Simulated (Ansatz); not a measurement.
The first iterations of a band of H3P + H4Sn (9 atoms, charge 0, multiplicity 1).

Computed with RKS BHLYP-D4/def2-SVP in Ansatz 0.2.0.

```yaml
movable_images: 2
climbing_image: no
spring: 5.0 eV/Å²
optimiser: quadratic models (default)
start_path: through a guess of the saddle point
force_threshold: 0.05 eV/Å
iteration_limit: 60
end_points: relaxed
```

First end point:

```xyz
9
Properties=species:S:1:pos:R:3
Sn 0.496 -0.091 -0.204
H 0.811 -0.222 1.466
H 1.951 0.200 -1.043
H -0.587 1.196 -0.471
H -0.198 -1.543 -0.765
P -3.373 0.235 1.538
H -2.901 -0.649 0.538
H -3.792 -0.809 2.401
H -2.108 0.372 2.159
```

Last end point:

```xyz
9
Properties=species:S:1:pos:R:3
Sn -0.593 -0.155 -0.630
H 0.188 0.228 3.338
H 0.868 0.033 0.229
H -0.719 1.071 -1.810
H -0.606 -1.681 -1.395
P -2.512 0.115 0.988
H -3.491 -0.309 0.054
H -2.348 -1.174 1.554
H -0.487 0.560 3.291
```

| iteration | highest image above the first end (eV) | largest band force component (eV/Å) |
| --- | --- | --- |
| 1 | 3.290 | 5.135 |
| 2 | 1.978 | 4.087 |
| 3 | 1.204 | 1.913 |
| 4 | 0.795 | 1.393 |
| 5 | 0.730 | 0.644 |
| 6 | 0.740 | 0.213 |
| 7 | 0.762 | 0.253 |
| 8 | 0.724 | 0.257 |
| 9 | 0.697 | 0.192 |

Q: Does the band converge within its limit, and where does its top end?

A: The run converged. It ended after 28 iterations with the highest image 0.130 eV above the first end. No image climbed, so the highest image needn't sit at the top of the path. A band with more images between the same ends climbed to 3.06 eV, so this one has probably stepped over the top. So few images can step over the top or miss a turn of the path. The orbitals stay closed-shell, which can raise the energy where a bond breaks towards radicals; this wasn't checked here.

Time of the run: 92 s on 1 thread of Intel(R) Xeon(R) 6975P-C (Granite Rapids), with other jobs on the host, peak memory 0.18 GiB.
